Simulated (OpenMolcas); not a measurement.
An OpenMolcas run meant for Tl II (ANO-R3, X2C; inactive shells 1s 2s 2p 3s 3p 3d 4s 4p 4d 4f 5s 5p 5d; intended active space 2 electrons in 9 orbitals (RAS2 6s 6p; RAS3 6d, at most 2 electrons)). One step of its input:

```
&CASPT2
Multistate=1 1
Frozen=15 19
IPEA=0.25
Imaginary=0.1
MaxIter=60
WThr=0.0 0.3 0.05
PrWF=0.5
NoMix
Deleted=27 25
```

The run finished. Its levels beside those of a sound run (SS-RASPT2, IPEA 0.25 Eh, imaginary shift 0.1 Eh (closed shells correlated: 5d)), in eV above each run's lowest level:

```json
{"Level": "6s2 1S0", "This run": "0.0000", "Usual run": "0.0000"}
{"Level": "6s 6p 3P* 0", "This run": "5.9880", "Usual run": "6.2970"}
{"Level": "6s 6p 3P* 1", "This run": "6.3480", "Usual run": "6.6396"}
{"Level": "6s 6p 3P* 2", "This run": "7.2903", "Usual run": "7.5993"}
{"Level": "6s 6p 1P* 1", "This run": "9.5724", "Usual run": "9.2826"}
```

Problem. Which setting is unsound, and how much does it matter here?

Solution. Nearly half of the orbitals are deleted from the virtual space, which removes much of the correlation energy. Against the sound run the excited levels shown move by 2400 cm-1 on average and by 2500 cm-1 at most.

Some high roots are left out of the spin-orbit mixing, which shifts the levels that they would mix with. Active for correlation alone: 6d; no level in the range computed is led by a configuration that fills it, so any true level of that kind is missing. Spin-orbit splittings of 6p shells tend to come out small when the coupling is added on scalar orbitals. Levels of configurations outside the active space are missing.

* marks odd parity.
